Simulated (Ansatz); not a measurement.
Reaction (formal exchange of groups at the Si–S bond): `O[Si](F)([SiH3])S` + BH₃ → `B[Si](O)(F)[SiH3]` + H₂S

Program: Ansatz. Geometries: PBE0-D4/def2-TZVP. ΔE: electronic, gas phase. CCSD(T)/CBS is the MP2 limit (def2-TZVPP, def2-QZVPP) plus CCSD(T) − MP2 in def2-TZVPP, frozen cores. This one scheme is used for every species. DFT in def2-TZVPP. B3LYP here is the variant with VWN-RPA as its local correlation; programs differ in this. One conformer a species, not always the lowest.

`O[Si](F)([SiH3])S`:

```xyz
10

O    -0.309    1.769   -0.907
Si    0.392    0.374   -0.440
F     1.035   -0.397   -1.687
Si   -1.250   -0.978    0.518
S     2.005    0.861    0.872
H     0.254    2.486   -1.210
H    -0.612   -2.245    0.964
H    -1.825   -0.279    1.695
H    -2.327   -1.287   -0.459
H     2.636   -0.305    0.654
```

BH₃:

Cartesian coordinates in Å:
```
B 0.000 0.000 0.000
H 1.148 0.275 0.177
H -0.428 -1.048 0.379
H -0.719 0.773 -0.556
```

`B[Si](O)(F)[SiH3]`:

Cartesian coordinates in Å:
```
B -0.817 -1.572 1.079
Si -0.080 -0.562 -0.486
O 1.361 -1.219 -0.925
F -1.065 -0.599 -1.759
Si 0.161 1.729 0.055
H -1.993 -1.731 1.219
H -0.092 -1.932 1.957
H 1.848 -0.802 -1.638
H 0.973 1.887 1.292
H 0.864 2.423 -1.062
H -1.160 2.379 0.267
```

H₂S:

```xyz
3

S    -0.043   -0.286   -0.548
H    -0.226    0.980   -0.143
H     0.268   -0.694    0.691
```

```tsv
level	ΔE (kJ/mol)
B3LYP-D4	94.5
B2PLYP	96.0
HF/def2-QZVPP	98.8
MP2/CBS(def2)	107.9
```

Task: What does CCSD(T)/CBS give? (An estimate is asked.)

Result: Ansatz gave: +96.0 kJ/mol. The listed levels differ from it by -1.5, 0.0, 2.8, 11.9 kJ/mol.

Largest T1 diagnostic among the species: 0.013.

From PBE to PBE0 (25 % exact exchange), in def2-TZVPP and without D4, ΔE moves by +5.1 kJ/mol. The D4 term adds +4.8 kJ/mol with B3LYP and +2.4 kJ/mol with PBE0; it sums over pairs of atoms, weighted by their polarisabilities, and B3LYP, whose exchange is more repulsive, gets the larger term.
